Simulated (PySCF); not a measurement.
GeH3, SMILES [GeH3+], charge +1. Geometry optimised at B3LYP-D3(BJ)/def2-TZVPD.

PySCF 2.14.0 with TDDFT-ωB97X/def2-TZVPD puts the lowest singlet excitations at 5.48, 5.49, 10.39, 10.39, 10.92, 11.89 eV.

Problem. What are the lowest excitation roots from ADC(2)/aug-cc-pVDZ in PySCF? (Estimate from the structure and the level; the computed values follow.)

Solution. 5.90, 5.90, 10.91, 10.91, 12.49, 12.49 eV. S1 differs by 0.42 eV (second minus first; roots are paired by order, and the bases may differ).
